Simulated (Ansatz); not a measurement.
`CC#C[S][GeH3]`, relaxed with RKS PBE-D4/def2-SVP in Ansatz 0.2.0 from a rough embedded geometry. The force threshold is 0.03 eV/Å; the program also tests the step.

Total charge 0; spin multiplicity 1.

Start:

```xyz
11

C     0.021    2.151   -1.314
C    -0.405    0.821   -0.896
C    -0.786   -0.279   -0.561
S    -1.444   -1.824    0.023
Ge    0.208   -2.070    1.476
H    -0.693    2.897   -1.138
H     0.968    2.412   -0.701
H     0.335    2.109   -2.350
H     1.606   -1.957    0.769
H     0.121   -0.870    2.495
H     0.070   -3.390    2.197
```

| step | energy (eV) | largest force (eV/Å) | largest move (Å) |
| --- | --- | --- | --- |
| 1 | -70530.4311 | 3.200 | 0.000 |
| 2 | -70530.6794 | 1.098 | 0.082 |
| 3 (rejected) | -70530.6760 | 1.579 | 0.097 |
| 4 | -70530.7316 | 0.228 | 0.047 |
| 5 | -70530.7366 | 0.117 | 0.064 |
| 6 | -70530.7394 | 0.031 | 0.058 |
| 7 (rejected) | -70530.7390 | 0.058 | 0.071 |
| 8 | -70530.7400 | 0.006 | 0.029 |

End:

```xyz
11

C     0.024    2.194   -1.373
C    -0.407    0.885   -0.906
C    -0.767   -0.222   -0.506
S    -1.319   -1.744   -0.004
Ge    0.266   -2.129    1.575
H    -0.764    2.963   -1.227
H     0.924    2.536   -0.819
H     0.287    2.181   -2.452
H     1.656   -2.131    0.894
H     0.178   -1.016    2.649
H    -0.077   -3.518    2.169
```

It took 9 s on 4 threads of an Arm Neoverse V2 on a shared host, with 0.17 GiB of host memory at the peak.
